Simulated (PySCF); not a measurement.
A calculated (LDA, PySCF 2.14, aug-cc-pVTZ, no relativity, point nucleus) atom or ion has these occupied shells.

| shell | electrons | orbital energy (eV) | rms radius, mean of both spins (bohr) |
| --- | --- | --- | --- |
| 1s α | 1 | -6917.2 | 0.0685 |
| 1s β | 1 | -6917.2 | 0.0685 |
| 2s α | 1 | -805.05 | 0.294 |
| 2s β | 1 | -803.00 | 0.294 |
| 2p α | 3 | -695.69 | 0.262 |
| 2p β | 3 | -694.11 | 0.262 |
| 3s α | 1 | -92.998 | 0.884 |
| 3s β | 1 | -88.796 | 0.884 |
| 3p α | 3 | -61.023 | 0.939 |
| 3p β | 3 | -56.923 | 0.939 |
| 3d α | 5 | -9.388 | 1.30 |
| 3d β | 1 | -5.802 | 1.30 |
| 4s α | 1 | -5.729 | 3.26 |
| 4s β | 1 | -4.962 | 3.26 |

(1) Name the element and its charge.

## Answers

(1) Fe (iron, neutral), in [Ar] 3d6 4s2, high-spin 5D determinant.
